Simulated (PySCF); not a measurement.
Computed properties of W(NH)(S)(OH)(NH2) (H₄N₂OSW), SMILES [NH]=[W]([NH2])([OH])=[S], multiplicity 1

W(NH)(S)(OH)(NH2) (H4N2OSW), SMILES [NH]=[W]([NH2])([OH])=[S], multiplicity 1. Geometry: PBE0-D3(BJ)/def2-SVP. The multiplicity is an assumed one; no other spin state was optimised. The structure was generated by enumeration; whether it is a known compound was not checked. The def2 effective core potentials stand for the cores of W; spin–orbit coupling is left out. Other conformers were not sampled. All values are computed for the isolated molecule unless a solvent is named; none is compared with measurement here.

**Structure.** All 21 harmonic modes at PBE0-D3(BJ)/def2-SVP (PySCF) are real, so it is a minimum. With heavy atoms numbered as in [W:1](=[NH:2])(=[S:4])([OH:5])[NH2:7], the shortest bond between them is W1–N2 at 1.743 Å and the longest W1–S4 at 2.150 Å.

**Vibrations.** The strongest infrared lines (harmonic, unscaled, degenerate partners summed) lie at 525 cm⁻¹ (273 km/mol, H 41 %, S 40 %, W 9 %, N 9 %), 3926 cm⁻¹ (249 km/mol, H 94 %), 599 cm⁻¹ (197 km/mol, H 76 %, O 16 %). The softest mode is at 180 cm⁻¹ and the zero-point energy is 34.4 kcal/mol.

**Electronic structure.** r2SCAN/def2-TZVP (PySCF) places the frontier levels at -6.21 and -2.20 eV, a gap of 4.01 eV, and gives a dipole moment of 3.75 D and a mean polarisability of 79.4 bohr³. PBE/def2-TZVP (PySCF) at the same geometry gives -5.93 and -2.26 eV, so its gap is 0.34 eV narrower. An orbital gap is neither the optical nor the fundamental gap.

**Excitations.** TDA-B3LYP/def2-SVPD (PySCF) has S1 at 3.76 eV (329 nm, f = 0.001, dark); the most intense of the 10 singlets computed lies at 4.73 eV (f = 0.03). T1 (TDA) is at 3.41 eV, 0.35 eV under S1. TDA-PBE/def2-SVPD (PySCF) puts S1 at 3.70 eV. No vertical singlet excitation falls in the visible range (under 3.1 eV).
